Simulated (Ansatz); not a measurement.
(1) Predict a relaxed structure of the cluster SnGe5, charge 0, singlet, at r2SCAN-D4/def2-SVP (Ansatz).

## Answers

(1) 
Cartesian coordinates in Å:
```
Ge 0.991 -0.712 -0.805
Ge -1.012 0.607 0.863
Ge 0.351 1.749 -0.962
Ge -1.420 -0.293 -1.473
Ge 1.489 0.639 1.283
Sn -0.399 -1.990 1.095
```
Point group C2v (tolerance 0.1 Å). This is one stationary point.

In the def2 sets Sn takes a core potential; there is no spin–orbit coupling. The restricted singlet is unstable towards broken spin symmetry in Hartree–Fock (as tested in another run); at r2SCAN-D4/def2-SVP this wasn't settled. The structure comes from a short search, and lower isomers may exist.
